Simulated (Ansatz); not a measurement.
Li₈H₈, relaxed as a singlet with RKS r2SCAN-D4/def2-SVP in Ansatz, starting from the GFN1-xTB geometry. Force threshold 0.02 eV/Å.

Another isomer (singlet) lies 0.62 eV lower at PBE0-D4/def2-TZVP; other spin states weren't run for this one.

Start:

```xyz
16

Li   -0.439    1.327    0.198
Li    1.172    3.273    0.271
Li    2.023    1.403   -0.953
Li   -1.152   -3.247   -0.505
Li   -2.057   -1.597    0.978
Li    1.999    1.334    1.395
Li    0.427   -1.335   -0.074
Li   -1.973   -1.155   -1.330
H    -0.491   -2.516    1.044
H     0.434    2.225    1.587
H     0.455    2.308   -1.113
H     2.827    2.543    0.265
H    -0.390   -1.996   -1.611
H     1.711   -0.038    0.173
H    -2.816   -2.535   -0.425
H    -1.728    0.007    0.099
```

Q: Estimate the energy that the relaxation releases and the steps that it takes.

A: 5.0 kcal/mol, in 5 steps; 11 s on 4 threads of Arm Neoverse V2 on a shared host. No frequencies were taken in this run, so the end may be a saddle point.

Q: Does the start keep its bonding and symmetry?

A: By distances, no bond broke or formed. The bond that changes most is Li1–Li7, from 2.81 to 2.73 Å (atoms count from 1). Point group C2 at the start, C2 at the end, both within 0.05 Å.

Q: Predict the relaxed structure.

A: 
```tsv
atom	x (Å)	y (Å)	z (Å)
Li1	-0.358	1.298	0.255
Li2	1.177	3.340	0.267
Li3	1.950	1.377	-1.059
Li4	-1.171	-3.312	-0.523
Li5	-2.061	-1.595	1.041
Li6	2.003	1.318	1.458
Li7	0.352	-1.324	-0.019
Li8	-1.893	-1.103	-1.422
H9	-0.541	-2.589	1.041
H10	0.480	2.297	1.605
H11	0.422	2.361	-1.088
H12	2.773	2.422	0.210
H13	-0.359	-2.064	-1.596
H14	1.422	0.121	0.188
H15	-2.767	-2.396	-0.451
H16	-1.429	-0.152	0.092
```
Bond lengths (bridged metal pairs left out): 1 × Li–Li 2.73 Å; 24 × H–Li 1.81 to 1.88 Å.
